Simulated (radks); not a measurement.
Results of a calculation; reference values are marked as such.
The gold ion Au17+, configuration [Kr] 4d10 4f14 5s2. Level of theory: scalar-relativistic Kohn-Sham, BLYP, spin-unpolarised, spherical densities, point nucleus (a radial shooting solver on a logarithmic mesh with Libxc functionals).

Normalised radial functions P(r) = r R(r), r in bohr:

r,3d,5d
0.00282,0.0008,0.0002
0.003701,0.0017,0.0004
0.004858,0.0035,0.0009
0.006377,0.0072,0.0019
0.00837,0.0148,0.0038
0.01099,0.0300,0.0077
0.01442,0.0601,0.0154
0.01878,0.1152,0.0295
0.02465,0.2186,0.0558
0.03235,0.3985,0.1009
0.04246,0.6889,0.1722
0.05574,1.1117,0.2711
0.07316,1.6432,0.3825
0.09603,2.1729,0.4595
0.126,2.4978,0.4228
0.1641,2.4178,0.2068
0.2154,1.8843,-0.1871
0.2828,1.1189,-0.5734
0.3712,0.4741,-0.6549
0.4872,0.1321,-0.2526
0.6395,0.0219,0.4737
0.8394,0.0019,1.0698
1.102,0.0001,1.1241
1.435,0.0000,0.7128
1.883,0.0000,0.2569
2.472,0.0000,0.0443
3.244,0.0000,0.0031

3d: eigenvalue -2577.0 eV, 0 radial nodes, <r> = 0.167 bohr, 90 % of the charge inside 0.260 bohr. 5d (empty): eigenvalue -308.52 eV, 2 radial nodes at r = 0.191, 0.539 bohr, <r> = 1.03 bohr, 90 % of the charge inside 1.46 bohr.
